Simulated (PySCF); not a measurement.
NICS in isomers of [C5H9N2]+.

Definitions: NICS(0) = −σiso at the ring centroid; NICS(1) = −σiso and NICS(1)zz = −σzz at ±1 Å along the ring normal z. Level: GIAO PBE0/pcSseg-1 (PySCF, non-relativistic, gas phase) on the GFN2-xTB geometries, one conformer each. Atom numbers follow the mapped SMILES.

Question: Order these rings by mean NICS(1)zz, lowest (most negative) first (ppm).
A. ring C2–C3–N4–C5–N7 in `[CH3:1][c:2]1[cH:3][nH+:4][c:5]([CH3:6])[nH:7]1` (charge +1)
B. ring N2–C3–C4–N5–C7 in `[CH3:1][n:2]1[cH:3][cH:4][n+:5]([CH3:6])[cH:7]1` (charge +1)
C. ring N3–C4–C5–N6–C7 in `[CH3:1][CH2:2][n+:3]1[cH:4][cH:5][nH:6][cH:7]1` (charge +1)

Answer: C (-29.1), B (-27.5), A (-25.7).

```json
{"SMILES": "CC[n+]1cc[nH]c1", "ring": "5-membered ring with 2 N; formal bonds all aromatic", "NICS(0)": "-14.4", "NICS(1)": "-10.7", "NICS(1)zz": "-29.1", "HOMA": "0.94", "rms pucker (Å)": "0.00", "ring atoms with four or more neighbours": "0"}
{"SMILES": "Cn1cc[n+](C)c1", "ring": "5-membered ring with 2 N; formal bonds all aromatic", "NICS(0)": "-13.7", "NICS(1)": "-10.3", "NICS(1)zz": "-27.5", "HOMA": "0.94", "rms pucker (Å)": "0.00", "ring atoms with four or more neighbours": "0"}
{"SMILES": "Cc1c[nH+]c(C)[nH]1", "ring": "5-membered ring with 2 N; formal bonds all aromatic", "NICS(0)": "-13.1", "NICS(1)": "-9.8", "NICS(1)zz": "-25.7", "HOMA": "0.91", "rms pucker (Å)": "0.00", "ring atoms with four or more neighbours": "0"}
```

NICS(0) gives the same order. The isotropic NICS(1) gives the same order. HOMA uses Krygowski's 1993 parameters. NICS(1) and NICS(1)zz are means over the two faces.
